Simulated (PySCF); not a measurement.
CaF, SMILES [F][Ca], multiplicity 2.

The structure is a stationary point at PBE0-D3(BJ)/def2-TZVPD. The multiplicity is an assumed one; other spin states were not compared.

Two levels are set side by side: PBE/def2-TZVPD (PySCF) and CAM-B3LYP/def2-TZVPD (PySCF). Same geometry, gas phase. Differences are taken from unrounded values.

| quantity | CAM-B3LYP |
|---|---|
| α-spin orbital gap (eV) | 4.79 |
| β-spin orbital gap (eV) | 9.47 |
| dipole moment (D) | 3.16 |
| mean polarisability (bohr³) | 129.2 |

Q: What does PBE give, and how far is it from CAM-B3LYP? (The exact figures need the calculation; the answer reports its results.)

A: 
```json
[
 {"quantity": "α-spin orbital gap (eV)", "PBE": "1.92", "PBE minus CAM-B3LYP": "-2.87"},
 {"quantity": "β-spin orbital gap (eV)", "PBE": "5.27", "PBE minus CAM-B3LYP": "-4.20"},
 {"quantity": "dipole moment (D)", "PBE": "2.86", "PBE minus CAM-B3LYP": "-0.30"},
 {"quantity": "mean polarisability (bohr³)", "PBE": "140.0", "PBE minus CAM-B3LYP": "10.7"}
]
```

Loosely held outer electrons make PBE densities more polarisable. Differences between two approximate levels are no errors against the true value.

Rough cost on one machine, each run with all the roots and properties that it gave: CAM-B3LYP against PBE within a factor of 2.
